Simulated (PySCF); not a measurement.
**Optical rotation: SMILES F[C@@H]1C[C@@H]2[C@H]1C[C@@H]2Cl, C₆H₈ClF**

Geometry:
| atom | x (Å) | y (Å) | z (Å) |
| --- | --- | --- | --- |
| F1 | -2.671 | 0.586 | -0.146 |
| C2 | -1.313 | 0.658 | -0.345 |
| C3 | -0.765 | -0.506 | -1.181 |
| C4 | 0.044 | -1.003 | 0.027 |
| C5 | -0.500 | 0.177 | 0.865 |
| C6 | 0.910 | 0.782 | 0.938 |
| C7 | 1.462 | -0.432 | 0.174 |
| Cl8 | 2.337 | -0.064 | -1.326 |
| H9 | -1.108 | 1.673 | -0.700 |
| H10 | -1.550 | -1.194 | -1.485 |
| H11 | -0.176 | -0.219 | -2.048 |
| H12 | -0.080 | -2.047 | 0.299 |
| H13 | -1.049 | 0.052 | 1.793 |
| H14 | 1.310 | 0.882 | 1.944 |
| H15 | 1.019 | 1.729 | 0.415 |
| H16 | 2.123 | -1.065 | 0.765 |

Method: PySCF, TDDFT B3LYP/def2-SVPD circular dichroism and optical rotation, one conformer, gas phase. Geometry: GFN2-xTB.

States above about 8.0 eV (minus the energy of the highest occupied orbital) lie near or above the ionisation threshold and depend on the basis.

Stereocentres: C2 R, C4 R, C5 R, C7 S.

Give the optical rotatory dispersion at 633, 589.3, 546, 436, 405, 365, 355 nm.

[α] in deg dm⁻¹ (g/mL)⁻¹:
| λ (nm) | origin-invariant length gauge | modified velocity gauge | length gauge (centre of mass) | isotropic polarisability (au) |
| --- | --- | --- | --- | --- |
| 633 | -60.4 | -59.0 | -60.9 | 80.3 |
| 589.3 | -70.4 | -68.9 | -71.0 | 80.6 |
| 546 | -83.2 | -81.5 | -83.9 | 80.9 |
| 436 | -138.1 | -135.6 | -139.2 | 82.1 |
| 405 | -164.1 | -161.3 | -165.4 | 82.7 |
| 365 | -210.7 | -207.6 | -212.5 | 83.6 |
| 355 | -225.6 | -222.5 | -227.5 | 83.9 |

And for the mirror image at 589.3 nm?

+70.4 deg dm⁻¹ (g/mL)⁻¹ (origin-invariant length gauge): the same size and the opposite sign.

What is the molar rotation [Φ] = [α]·M/100 of the geometry above at 589.3 nm?

With M = 134.58 g/mol, -94.8 deg cm² dmol⁻¹ (origin-invariant length gauge).

The first excitation lies at 7.10 eV (175 nm) with R = +9.2 × 10⁻⁴⁰ esu² cm² (velocity form).
